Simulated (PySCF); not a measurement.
CH9FN2Si2. Atoms are numbered in the order given.

```xyz
15

N      3.0298     0.1742    -0.4023
Si     1.7225    -0.9655    -0.2785
N      0.5379    -0.3778     0.8677
Si    -1.2002    -0.2530     0.6559
C     -1.6517     1.2413    -0.4498
F     -3.0392     1.3148    -0.5935
H      3.9599    -0.1677    -0.6544
H      2.8714     1.1123    -0.7779
H      0.8909    -1.2174    -1.5161
H      2.4054    -2.2497     0.1147
H      0.9044    -0.0725     1.7752
H     -1.8252    -0.0521     2.0084
H     -1.7748    -1.4840     0.0119
H     -1.1809     1.1430    -1.4564
H     -1.2737     2.1922    -0.0063
```

The structure is a stationary point at PBE-D3(BJ)/def2-SVP. This is a generated structure with no PubChem entry under its InChIKey; it may be hypothetical. Other conformers were not sampled.

Computed with PBE-D3(BJ)/def2-SVP in PySCF.

Frequencies are harmonic and unscaled.

```
mode  ν (cm⁻¹)  IR (km/mol)  moving atoms (share of kinetic energy)
----  --------  -----------  --------------------------------------
1           22          1.0          Si 37 %, H 36 %, C 11 %, F 8 %
2           37          0.7                  N 52 %, H 20 %, F 17 %
3           78          3.9                  F 34 %, H 30 %, C 26 %
4          136          5.4         Si 34 %, N 25 %, H 19 %, F 15 %
5          164          0.2         Si 35 %, H 24 %, N 21 %, F 14 %
6          198          7.1                 H 52 %, N 33 %, Si 14 %
7          278          7.3                  H 58 %, F 17 %, N 12 %
8          315         27.4         H 29 %, N 25 %, F 22 %, Si 17 %
9          372        146.1                          H 78 %, N 20 %
10         417         91.0                 H 69 %, N 19 %, Si 10 %
11         460          9.1                          H 91 %, Si 8 %
12         568         13.0                         H 69 %, Si 24 %
13         627          6.4                 H 64 %, Si 21 %, N 12 %
14         674          9.5                                  H 79 %
15         689          3.5                 C 41 %, H 31 %, Si 27 %
16         767         75.6                 H 59 %, N 26 %, Si 14 %
17         820         57.0                 H 49 %, N 34 %, Si 14 %
18         841         18.0                          H 73 %, C 19 %
19         857        246.7                 H 72 %, Si 15 %, N 10 %
20         859        110.4                 H 58 %, N 24 %, Si 18 %
21         900        162.1                                  H 92 %
22         915        162.6                 N 43 %, H 37 %, Si 20 %
23         932         76.0                  H 76 %, Si 15 %, N 9 %
24         939         88.6                                  H 94 %
25        1035         66.8                   C 51 %, F 41 %, H 8 %
26        1142        221.1                          H 64 %, N 31 %
27        1190          4.8                                  H 91 %
28        1255          0.1                          H 74 %, C 24 %
29        1403          2.8                                  H 94 %
30        1488         47.0                          H 89 %, N 11 %
31        2115        131.3                                  H 97 %
32        2148        150.2                                  H 97 %
33        2166        112.5                                  H 98 %
34        2174        131.1                                  H 96 %
35        2933         23.3                                  H 95 %
36        2989         24.0                          H 90 %, C 10 %
37        3491         18.6                                  H 96 %
38        3506         32.8                                  H 93 %
39        3590         20.2                           H 91 %, N 9 %
```
